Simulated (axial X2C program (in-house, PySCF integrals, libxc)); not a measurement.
FYbF⁺: the levels of the configuration f12 s1

Computed with an in-house all-electron X2C program for linear molecules (integrals from PySCF): two-component X2C with atomic mean-field Coulomb and Gaunt terms, basis F dyall-v3z, Yb dyall-v3z (cores contracted in-house). Orbitals come from Hartree–Fock averaged over the configuration Yb f12 s1; CI then distributes these electrons over the f, s shells of Yb.

F–Yb–F held linear, both bonds 1.889 Å (near the minimum of the configuration average).

Active spinors (ω > 0):

```json
{"shell": "f", "ω": "5/2", "ε (eV)": "-36.82", "character": "100% Yb f"}
{"shell": "f", "ω": "3/2", "ε (eV)": "-36.51", "character": "100% Yb f"}
{"shell": "f", "ω": "1/2", "ε (eV)": "-35.94", "character": "98% Yb f"}
{"shell": "f", "ω": "7/2", "ε (eV)": "-35.37", "character": "100% Yb f"}
{"shell": "f", "ω": "5/2", "ε (eV)": "-35.17", "character": "100% Yb f"}
{"shell": "f", "ω": "3/2", "ε (eV)": "-34.83", "character": "99% Yb f"}
{"shell": "f", "ω": "1/2", "ε (eV)": "-34.32", "character": "97% Yb f"}
{"shell": "s", "ω": "1/2", "ε (eV)": "-10.61", "character": "58% Yb s, 35% Yb d"}
```

Lowest levels of this model:

| Ω | energy (cm⁻¹) | g∥ | configuration |
| --- | --- | --- | --- |
| 3/2 | 0 | 3.67 | 100% f12 s1 |
| 1/2 | 29 | 1.16 | 100% f12 s1 |
| 5/2 | 107 | 6.43 | 100% f12 s1 |
| 7/2 | 568 | 9.10 | 100% f12 s1 |
| 1/2 | 1611 | 1.15 | 100% f12 s1 |
| 9/2 | 1665 | 11.53 | 100% f12 s1 |
| 3/2 | 1688 | 3.36 | 100% f12 s1 |
| 5/2 | 1990 | 5.50 | 100% f12 s1 |
| 7/2 | 2924 | 7.66 | 100% f12 s1 |
| 11/2 | 3614 | 13.78 | 100% f12 s1 |
| 9/2 | 4663 | 9.79 | 100% f12 s1 |
| 13/2 | 5715 | 15.99 | 100% f12 s1 |
| 11/2 | 6292 | 12.00 | 100% f12 s1 |
| 5/2 | 8439 | 4.73 | 100% f12 s1 |
| 7/2 | 8471 | 8.56 | 100% f12 s1 |
| 5/2 | 9190 | 6.59 | 100% f12 s1 |
| 9/2 | 9205 | 11.38 | 100% f12 s1 |
| 3/2 | 9472 | 2.79 | 100% f12 s1 |
| 1/2 | 9488 | 1.86 | 100% f12 s1 |
| 3/2 | 9787 | 4.33 | 100% f12 s1 |
| 1/2 | 9881 | 0.21 | 100% f12 s1 |
| 7/2 | 10113 | 7.37 | 100% f12 s1 |
| 9/2 | 12762 | 10.18 | 100% f12 s1 |
| 11/2 | 14877 | 12.21 | 100% f12 s1 |

g∥ is the magnitude of 2⟨Lz + ge Sz⟩ for the +Ω component.

Question: From Ω and g∥ of the lowest level, whose 2⟨Lz + ge Sz⟩ is positive, find ⟨Sz⟩ and ⟨Lz⟩ (ge = 2.0023).

Answer: Ω = ⟨Lz⟩ + ⟨Sz⟩ = 3/2 and ⟨Lz⟩ + ge⟨Sz⟩ = 1.835, so ⟨Sz⟩ = 0.33 and ⟨Lz⟩ = 1.17.

Occupations of the active spinors in the lowest level by ω, shell by shell in order of energy: -7/2: 0.98; -5/2: 1.00 0.62; -3/2: 0.95 0.49; -1/2: 0.96 0.83 0.40; 1/2: 0.93 0.43 0.60; 3/2: 1.00 0.83; 5/2: 1.00 1.00; 7/2: 1.00. The leading determinant has weight 0.34 among 62.

This point took 2.1 s on 1 thread of Arm Neoverse V2, on a shared host.

Dynamic correlation is missing, so gaps between terms are too wide and other configurations may lie lower; the lowest level listed is that of this model, not necessarily the ground state. At most 4 roots were kept for each Ω > 0 (twice that for Ω = 0) within 2.2 eV of the lowest, so higher up levels can be missing between those listed; levels with Ω > 0 are doubly degenerate and listed once, Ω = 0 levels singly. The molecule was held linear; bending was not examined.
